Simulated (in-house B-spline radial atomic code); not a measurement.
A calculation on C: its settings, and results tabulated from the run. Level of theory: scalar-relativistic (X2C) TPSSh, spin-polarised, spherical fractional occupations, Fermi nucleus of rms radius 2.4702 fm; calculated with an all-electron radial atomic-structure program (B-spline basis).

In the input, 3d5,1 would mean five up and one down electron.

Command:
```bash
python run_scf.py task.json out
```
Settings (nuclear radius in fm, mass in u):
```
Z                6
configuration    1s2 2s2 2p1,1
hamiltonian      x2c
method           tpssh
spin_polarised   True
nucleus          fermi
rms_radius       2.4702
atomic_mass      12.0
speed_of_light   137.035999084
```

Output (hartree, bohr):
```
 radial grid: 80 intervals, B-splines of order 8, outer radius 50 bohr

 iter        energy (Eh)    residual
    1         -37.784567    1.30e-02
    2         -37.785861    1.25e-03
    3         -37.785917    3.56e-04
    4         -37.785918    1.52e-04
    5         -37.785918    1.71e-05
    6         -37.785918    9.59e-06
    7         -37.785918    1.60e-07

 total energy                       -37.78592
 kinetic                              37.6838
 electron-nucleus                    -88.0311
 Hartree                              17.6644
 exact exchange                       -0.4660
 exchange-correlation                 -4.6371

 orbital      occ     eigenvalue          <r>       <r^2>       <1/r>       r_max
 1s up      1.000       -10.2790     0.269313   0.0981484     5.66458      0.1741
 1s down    1.000       -10.2790     0.269313   0.0981484     5.66458      0.1741
 2s up      1.000        -0.5485      1.56242     2.94575    0.919777       1.206
 2s down    1.000        -0.5485      1.56242     2.94575    0.919777       1.206
 2p up      1.000        -0.1887      1.82464     4.36929    0.756524       1.216
 2p down    1.000        -0.1887      1.82464     4.36929    0.756524       1.216
```

Time taken, with all properties: 0.22 s on 1 thread of Arm Neoverse V1 (shared host).

Caution: exact exchange at fractional occupations of open shells leaves self-interaction of up to several eV.
